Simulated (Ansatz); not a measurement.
Consider the substitution at a C–Cl bond: `N[SiH2]CCl` + H–F → `N[SiH2]CF` + HCl.

Calculated with Ansatz (gas phase, PBE0-D4/def2-TZVP geometries, no zero-point term in ΔE). CBS: MP2 limit from def2 TZ/QZ plus the TZ coupled-cluster correction, frozen cores. This one scheme is used for every species. DFT in def2-TZVPP. B3LYP here is the variant with VWN-RPA as its local correlation; programs differ in this. One conformer a species, not always the lowest.

`N[SiH2]CCl`:

```xyz
10

N     1.388    0.863    0.483
Si    0.092    0.498   -0.571
C    -1.102   -0.823    0.058
Cl   -0.180   -2.323    0.382
H     2.076    0.160    0.699
H     1.252    1.490    1.259
H     0.633   -0.005   -1.858
H    -0.695    1.745   -0.766
H    -1.591   -0.538    0.990
H    -1.873   -1.067   -0.676
```

H–F:

Z-matrix (Å, degrees):
```
F
H 1 0.920
```

`N[SiH2]CF`:

Z-matrix (Å, degrees):
```
Si
C 1 1.890
N 1 1.717 2 107.5
H 1 1.488 2 109.5 3 117.5
H 1 1.493 2 107.4 3 -125.3
F 2 1.398 1 109.1 3 59.0
H 2 1.095 1 111.5 3 -59.9
H 2 1.095 1 112.2 3 178.6
H 3 1.007 1 120.0 2 165.1
H 3 1.008 1 118.6 2 -53.5
```

HCl:

Cartesian coordinates in Å:
```
Cl 0.383 0.144 -0.492
H -0.383 -0.144 0.492
```

```tsv
level	ΔE (kJ/mol)	difference from CCSD(T)/CBS
B3LYP-D4	35.3	-13.1
r2SCANh-D4	38.4	-10.0
ωB97M-V	37.7	-10.7
revPBE	33.2	-15.2
PBE0	38.6	-9.8
LC-ωPBE	34.7	-13.7
MP2/def2-SVP	32.0	-16.4
SCS-MP2/def2-QZVPP	48.3	-0.1
MP2/CBS(def2)	59.5	11.1
CCSD/CBS(def2)	45.6	-2.8
CCSD(T)/CBS	48.4	0
```

Largest T1 diagnostic among the species: 0.011.

At CCSD(T), def2-SVP lies −25.3 kJ/mol from the extrapolated value and def2-TZVPP −6.4 kJ/mol. From PBE to PBE0 (25 % exact exchange), in def2-TZVPP and without D4, ΔE moves by +3.6 kJ/mol. In def2-TZVPP, CCSD(T) changes the Hartree–Fock value by +15.6 kJ/mol (the triples alone add +2.8 kJ/mol) and MP2 by +26.6 kJ/mol.
